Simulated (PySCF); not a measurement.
# Au⁺: ionisation energy

Au⁺ [Xe] 4f14 5d10 (1S) → Au²⁺ [Xe] 4f14 5d9 (2D), as a difference of total energies. Computed with PySCF 2.14 in aug-cc-pwCVDZ-PP with ECP60MDF, with scalar relativity through the core potential. Correlated levels: valence: 5s2 5p6 frozen. The calculations carry no spin-orbit coupling.

```csv
method,ionisation energy (eV)
UHF,18.974
MP2 (valence),20.797
SCS-MP2 (valence),20.631
CCSD (valence),20.460
CCSD(T) (valence),20.539
```

Problem. How much does correlation contribute at CCSD(T) (valence)?

Solution. 20.539 − (18.974) = 1.565 eV, measured against UHF.

The reference lies between the lowest fine-structure levels, while these numbers refer to the centres of the terms.

Errors of the correlated levels include the incompleteness of this basis and the frozen core.

For comparison: 20.203 ± 0.025 eV (measured; NIST Atomic Spectra Database, ionization energies).
